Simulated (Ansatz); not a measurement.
One geometry of H4SSn (`[SH][SnH3]`), several functionals.

```yaml
crystal:
  periodic: [false, false, false]
  atoms:
    - {symbol: S, position_ang: [1.034319, -0.905293, 1.261731]}
    - {symbol: Sn, position_ang: [-0.312042, 0.456216, -0.194380]}
    - {symbol: H, position_ang: [1.136561, -1.912107, 0.378493]}
    - {symbol: H, position_ang: [-1.750608, -0.375135, -0.579504]}
    - {symbol: H, position_ang: [0.563282, 0.806696, -1.615706]}
    - {symbol: H, position_ang: [-0.629412, 1.865625, 0.703067]}
basis:
  gaussian: {orbitals: def2-TZVPP}
hamiltonian: {xc: {name: r2SCAN0}, dispersion: d4}
output: {orbitals: {seedname: orbitals}}
```

```sh
$ ansatz run in.yaml --threads 2 --pin off --events-out ev --progress --plain
```

Output, abridged:

```
Functional definition: r2SCAN0
  name "r2SCAN0"
  cite "Bursch, Neugebauer, Ehlert & Grimme, J. Chem. Phys. 156, 134105 (2022) doi:10.1063/5.0086040"
  cite "Furness, Kaplan, Ning, Perdew & Sun, J. Phys. Chem. Lett. 11, 8208 (2020) doi:10.1021/acs.jpclett.0c02405"
  cite "Furness, Kaplan, Ning, Perdew & Sun, J. Phys. Chem. Lett. 11, 9248 (2020) doi:10.1021/acs.jpclett.0c03077"
  parent r2scan
  parameter a = 0.25
  parameter k0 = 0.174
  parameter k1 = 0.065
  parameter a1 = 4.9479
  exchange = (1 - a)*r2scan_x(k0 = k0, k1 = k1, a1 = a1) + a*exact_x
  correlation = r2scan_c
1012 factors; their error is unknown
mean field evaluation 1: about -16732.4158 eV, gradient 1.5e1 eV
mean field evaluation 2: about -16732.5169 eV, gradient 1.5e1 eV
mean field evaluation 4: about -16732.9892 eV, gradient 5.8e-1 eV
mean field evaluation 8: about -16733.0706 eV, gradient 2.4e-1 eV
mean field evaluation 16: about -16733.0706 eV, gradient 2.6e-5 eV
mean field -16733.07064280 eV, -614.9290040402 hartree, gradient 2.6e-5 eV, S^2 0.000000; 0 other end points of the search recorded, 0 dependent functions left out
reference -16733.07065340 eV, -614.9290044298 hartree; 21, 21 occupied and 127, 127 virtual orbitals, 1012 factors
Total energy: -16733.09940106 eV, -614.9300608869 hartree
```

It took 1.6 s on 2 threads of a server CPU on a shared host, with 0.31 GiB of host memory at the peak.

With the line `hamiltonian: {xc: {name: B2PLYP}}` (abridged; 1.8 s):

```
Functional definition: B2PLYP
mean field evaluation 16: about -16718.6121 eV, gradient 5.3e-6 eV
mean field -16718.61210006 eV, -614.3976623948 hartree, gradient 5.5e-6 eV, S^2 0.000000
9 core orbitals not correlated: weight in the atoms' cores, before any rotation towards them, 1.000 or more for the frozen orbitals, at most 0.000 for the correlated occupied ones
second order -17.00500824 eV of doubles, -0.00000000 eV of singles
Total energy: -16723.20361161 eV, -614.5663973320 hartree
```

Changing it to `hamiltonian: {xc: {name: wB97X-V}}` (abridged; 2.7 s):

```
Functional definition: wB97X-V
mean field evaluation 16: about -16730.4274 eV, gradient 2.3e-5 eV
mean field -16730.42737838 eV, -614.8318658643 hartree, gradient 2.3e-5 eV, S^2 0.000000
Total energy: -16730.42737621 eV, -614.8318657848 hartree
```

The same input with `hamiltonian: {xc: {name: BLYP}, dispersion: d4}` (abridged; 0.8 s):

```
Functional definition: BLYP
mean field evaluation 16: about -16730.7111 eV, gradient 7.5e-5 eV
mean field -16730.71110315 eV, -614.8422925575 hartree, gradient 7.5e-5 eV, S^2 0.000000
Total energy: -16730.94099103 eV, -614.8507407812 hartree
```

With the line `hamiltonian: {xc: {name: CAM-B3LYP}, dispersion: d4}` (abridged; 1.2 s):

```
Functional definition: CAM-B3LYP
mean field evaluation 16: about -16732.3301 eV, gradient 3.1e-5 eV
mean field -16732.33007159 eV, -614.9017885502 hartree, gradient 3.1e-5 eV, S^2 0.000000
Total energy: -16732.42380229 eV, -614.9052330899 hartree
```

The same input with `hamiltonian: {xc: r2scan, dispersion: d4}` and forces (abridged; 1.6 s):

```
Functional definition: r2SCAN
mean field -16733.93049470 eV, -614.9606030147 hartree, gradient 4.8e-5 eV, S^2 0.000000
Total energy: -16733.95393100 eV, -614.9614642829 hartree
Atom 0 force     0.039943    -0.028638     0.058058 eV/Å
Atom 1 force    -0.039413     0.035031    -0.048666 eV/Å
Atom 2 force    -0.005860     0.002346    -0.011736 eV/Å
Atom 3 force     0.003180     0.004297     0.001376 eV/Å
Atom 4 force    -0.003617     0.000765     0.004205 eV/Å
Atom 5 force     0.005766    -0.013801    -0.003237 eV/Å
Dipole moment:    -0.148628     0.049345    -0.271496 e Å
```
